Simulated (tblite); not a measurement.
Compound: C₅H₁₃PSe.
Atom-mapped SMILES: `[CH3:1][C:2]([CH3:3])([CH3:4])[CH2:5][PH2:6]=[Se:7]` (hydrogens: H8, H9, H10 on C1; H11, H12, H13 on C3; H14, H15, H16 on C4; H17, H18 on C5; H19, H20 on P6)

Computed with GFN2-xTB (tblite), gas phase: L-BFGS steps from a force-field or distance-geometry start until the largest atomic force falls under 0.01 eV/Å.

The end geometry, which sets the zero of energy:
```
atom  x, y, z in Å
C1     -1.7197    0.2752   -0.9849
C2     -0.5323    0.1041   -0.0319
C3      0.0099    1.4734    0.3716
C4     -0.9814   -0.6582    1.2138
C5      0.5640   -0.6889   -0.7624
P6      2.2556   -0.5586   -0.0503
Se7     2.6939   -1.1140    1.8971
H8     -1.4390    0.8676   -1.8538
H9     -2.5370    0.7811   -0.4769
H10    -2.0790   -0.6924   -1.3290
H11     0.3676    2.0231   -0.4983
H12    -0.7667    2.0626    0.8533
H13     0.8324    1.3546    1.0803
H14    -1.7261   -0.0840    1.7601
H15    -0.1375   -0.8390    1.8748
H16    -1.4188   -1.6171    0.9435
H17     0.3154   -1.7561   -0.7722
H18     0.6515   -0.3514   -1.8002
H19     2.6795    0.7140   -0.4261
H20     2.9624   -1.2853   -1.0115
```

Task: These geometries come from the run, each turned onto the end geometry. Order them by energy, lowest first.
A.
```
atom  x, y, z in Å
C1     -1.7100    0.2770   -0.9824
C2     -0.5347    0.0994   -0.0164
C3      0.0058    1.4666    0.3943
C4     -1.0202   -0.6687    1.2146
C5      0.5741   -0.6712   -0.7525
P6      2.2801   -0.5585   -0.0703
Se7     2.7569   -0.9770    1.9037
H8     -1.4289    0.9171   -1.8158
H9     -2.5581    0.7285   -0.4730
H10    -2.0236   -0.6865   -1.3765
H11     0.3400    2.0283   -0.4799
H12    -0.7558    2.0406    0.9173
H13     0.8510    1.3459    1.0742
H14    -1.7826   -0.0871    1.7290
H15    -0.2139   -0.8334    1.9239
H16    -1.4498   -1.6284    0.9277
H17     0.3372   -1.7402   -0.7797
H18     0.6691   -0.3217   -1.7880
H19     2.7485    0.6657   -0.5420
H20     2.9096   -1.3857   -1.0113
```
B.
```
atom  x, y, z in Å
C1     -1.7719    0.2371   -0.9264
C2     -0.5327    0.1349   -0.0312
C3     -0.1092    1.5332    0.4338
C4     -0.8687   -0.7585    1.1672
C5      0.6018   -0.4937   -0.8582
P6      2.2670   -0.6389   -0.0466
Se7     2.6382   -0.4161    1.9819
H8     -1.5842    0.8579   -1.7980
H9     -2.6081    0.6650   -0.3770
H10    -2.0731   -0.7469   -1.2764
H11     0.6424    1.9489   -0.2354
H12    -0.9524    2.2224    0.4517
H13     0.3163    1.4965    1.4332
H14    -1.3013   -0.1768    1.9792
H15     0.0320   -1.2404    1.5411
H16    -1.5743   -1.5395    0.8885
H17     0.3244   -1.5067   -1.1695
H18     0.7795    0.1203   -1.7480
H19     3.0688    0.1800   -0.8544
H20     2.7004   -1.8681   -0.5586
```
C.
```
atom  x, y, z in Å
C1     -1.7227    0.2085   -0.8641
C2     -0.4653    0.1152   -0.0239
C3     -0.1109    1.5282    0.4287
C4     -0.8188   -0.7393    1.1749
C5      0.5856   -0.5129   -0.9328
P6      2.2144   -0.7015   -0.1367
Se7     2.5459   -0.3468    1.8527
H8     -1.4626    0.7898   -1.7479
H9     -2.5258    0.6719   -0.2702
H10    -1.9782   -0.8134   -1.1514
H11     0.6266    1.9748   -0.2435
H12    -1.0278    2.1249    0.3472
H13     0.1976    1.5211    1.4819
H14    -1.2489   -0.0714    1.9307
H15     0.0421   -1.2892    1.5768
H16    -1.6001   -1.4331    0.8509
H17     0.2543   -1.4844   -1.3231
H18     0.7225    0.1710   -1.7752
H19     3.0622    0.2604   -0.6786
H20     2.7046   -1.9632   -0.4992
```
D.
```
atom  x, y, z in Å
C1     -1.7110    0.2753   -0.9887
C2     -0.5308    0.1101   -0.0252
C3      0.0146    1.4750    0.3884
C4     -0.9942   -0.6557    1.2125
C5      0.5611   -0.6899   -0.7552
P6      2.2598   -0.5626   -0.0588
Se7     2.7223   -1.0540    1.9031
H8     -1.4351    0.8862   -1.8468
H9     -2.5487    0.7502   -0.4838
H10    -2.0398   -0.6971   -1.3512
H11     0.3550    2.0424   -0.4759
H12    -0.7518    2.0534    0.8964
H13     0.8480    1.3489    1.0812
H14    -1.7548   -0.0894    1.7441
H15    -0.1596   -0.8328    1.8855
H16    -1.4198   -1.6144    0.9253
H17     0.2974   -1.7530   -0.7702
H18     0.6505   -0.3494   -1.7916
H19     2.6800    0.6948   -0.4885
H20     2.9517   -1.3272   -1.0037
```
E.
```
atom  x, y, z in Å
C1     -1.7242    0.3340   -0.9685
C2     -0.5337    0.1179   -0.0262
C3     -0.0262    1.4788    0.4479
C4     -0.9583   -0.7370    1.1666
C5      0.5641   -0.6475   -0.7869
P6      2.2722   -0.5831   -0.0710
Se7     2.7329   -0.4291    1.9472
H8     -1.4865    1.0841   -1.7205
H9     -2.5857    0.6820   -0.4037
H10    -1.9995   -0.5896   -1.4727
H11     0.4177    2.0351   -0.3758
H12    -0.8486    2.0626    0.8512
H13     0.7173    1.3639    1.2312
H14    -1.6936   -0.2218    1.7761
H15    -0.0962   -0.9671    1.7867
H16    -1.3922   -1.6713    0.8210
H17     0.2815   -1.7043   -0.8388
H18     0.6692   -0.2798   -1.8133
H19     2.8598    0.3885   -0.8718
H20     2.8246   -1.7056   -0.6816
```

Result: D (0.004 eV), A (0.020 eV), E (0.108 eV), B (0.242 eV), C (0.723 eV).

In the order of the answer:

```json
{"step": "65", "E above end (eV)": "0.004", "largest force (eV/Å)": "0.07", "rms force component (eV/Å)": "0.021", "rms distance from end (Å)": "0.032", "rms bond change (Å)": "0.001", "bond most changed (Å)": "P6=Se7 +0.003"}
{"step": "55", "E above end (eV)": "0.020", "largest force (eV/Å)": "0.15", "rms force component (eV/Å)": "0.044", "rms distance from end (Å)": "0.069", "rms bond change (Å)": "0.002", "bond most changed (Å)": "P6–H20 +0.005"}
{"step": "37", "E above end (eV)": "0.108", "largest force (eV/Å)": "0.16", "rms force component (eV/Å)": "0.041", "rms distance from end (Å)": "0.265", "rms bond change (Å)": "0.004", "bond most changed (Å)": "C5–P6 +0.013"}
{"step": "15", "E above end (eV)": "0.242", "largest force (eV/Å)": "0.18", "rms force component (eV/Å)": "0.053", "rms distance from end (Å)": "0.431", "rms bond change (Å)": "0.005", "bond most changed (Å)": "C5–P6 +0.018"}
{"step": "1", "E above end (eV)": "0.723", "largest force (eV/Å)": "1.14", "rms force component (eV/Å)": "0.327", "rms distance from end (Å)": "0.474", "rms bond change (Å)": "0.011", "bond most changed (Å)": "P6=Se7 -0.024"}
```
